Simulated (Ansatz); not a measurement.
Geometry optimisation, RKS B3LYP-D4/def2-SVP (Ansatz).

Input:

```yaml
crystal:
  periodic: [false, false, false]
  atoms:
    - { symbol: B, position_ang: [0.0, 0.0, 0.0] }
    - { symbol: "N", position_ang: [0.0, 0.0, 1.9] }
    - { symbol: H, position_ang: [-0.877, -0.2713, 2.43] }
    - { symbol: H, position_ang: [0.877, 0.2713, 2.43] }
    - { symbol: F, position_ang: [1.1431, 0.0, -0.66] }
    - { symbol: Cl, position_ang: [-1.6108, 0.0, -0.93] }
    - { symbol: "N", position_ang: [-0.5383, 1.6711, 0.5833] }
    - { symbol: H, position_ang: [-1.4947, 2.0426, 0.3172] }
    - { symbol: Si, position_ang: [0.5743, 2.6771, 1.6141] }
    - { symbol: H, position_ang: [1.6254, 1.8286, 2.1682] }
    - { symbol: H, position_ang: [1.1771, 3.7275, 0.7988] }
    - { symbol: H, position_ang: [-0.1857, 3.2832, 2.7034] }
    - { symbol: H, position_ang: [-0.3488, 1.0828, 1.6091] }
basis:
  gaussian: { orbitals: def2-SVP }
hamiltonian:
  xc: b3lyp
  dispersion: d4
relax:
  f_tol: 0.15
  max_steps: 25
  restrain:
    - { distance: [0, 6], at: 2.75, k: 30.0 }
    - { distance: [12, 1], at: 2.26, k: 30.0 }
    - { distance: [0, 1], at: 1.55, k: 30.0 }
    - { distance: [12, 6], at: 1.06, k: 30.0 }
```

Run as:

```bash
$ ansatz run input.yaml --threads 4 --pin off --max-ram 5120MiB --backend cpu --events-out ev --progress --plain --runs-dir out
```

Where does it end, and by what steps?

It converged. The restraints hold the end off the free minimum; the threshold counts their pulls, which the force column leaves out. Restrained pairs: B1–N7 (1.85 → 2.75 Å), N2–H13 (1.17 → 2.26 Å), B1–N2 (1.90 → 1.47 Å), N7–H13 (1.20 → 1.03 Å). After 12 steps the energy has fallen by 4.843 eV (the restraints' own energy left out); H4 moved furthest, 1.16 Å.

```
step  energy less start (eV)  largest force component (eV/Å)  accepted
   0                  0.0000                           4.752       yes
   1                 -0.6558                           3.007       yes
   2                 -1.1930                           2.551       yes
   3                 -2.4126                           2.069       yes
   4                 -3.6990                           2.207       yes
   5                 -4.2575                           2.351       yes
   6                 -4.5174                           2.374       yes
   7                 -4.6386                           2.262       yes
   8                 -4.7446                           2.434       yes
   9                 -4.7994                           2.391       yes
  10                 -4.8106                           1.924       yes
  11                 -4.8348                           2.118       yes
  12                 -4.8432                           2.121       yes
```

```xyz
13
Properties=species:S:1:pos:R:3
B 0.034 -0.369 0.199
N -0.146 -0.795 1.597
H -0.971 -1.293 1.902
H 0.647 -0.846 2.226
F 1.236 -0.027 -0.243
Cl -1.330 -0.462 -0.931
N -0.591 2.173 1.050
H -1.432 2.506 0.587
Si 0.627 3.282 1.607
H 1.728 2.440 2.164
H 1.119 4.093 0.459
H 0.214 4.242 2.681
H -0.795 1.369 1.667
```

Time of the run: 30 s on 4 threads of Arm Neoverse V2, with other jobs on the host, peak memory 0.33 GiB.
